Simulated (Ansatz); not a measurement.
Program: Ansatz 0.2.0.

Basis-set series for CH$_{8}$GeOSi (`C[SiH2][O][GeH3]`). Charge 0, multiplicity 1. The geometry is a stationary point of PBE0-D4/def2-TZVP. It is one conformer, not always the lowest.

| functional | basis | functions | energy (Eh) | HOMO (eV) | LUMO (eV) |
| --- | --- | --- | --- | --- | --- |
| PBE0-D4 | def2-TZVPP | 264 | -2484.24693 | -8.25 | 0.05 |
| PBE0-D4 | def2-QZVPP | 513 | -2484.30967 | -8.26 | -0.17 |
| ωB97M-V | def2-TZVPP | 264 | -2484.56213 | -10.56 | 1.80 |
| ωB97M-V | def2-QZVPP | 513 | -2484.62263 | -10.57 | 1.36 |

Q: Give the rows for def2-SVP. (Best estimate.)

A: The calculation gave: 
```json
{"functional": "PBE0-D4", "basis": "def2-SVP", "functions": "118", "energy (Eh)": "-2483.73781", "HOMO (eV)": "-8.16", "LUMO (eV)": "0.34"}
{"functional": "ωB97M-V", "basis": "def2-SVP", "functions": "118", "energy (Eh)": "-2484.04689", "HOMO (eV)": "-10.42", "LUMO (eV)": "2.23"}
```

Positive LUMOs are unbound and depend on the basis. Scalar relativity is left out up to krypton.
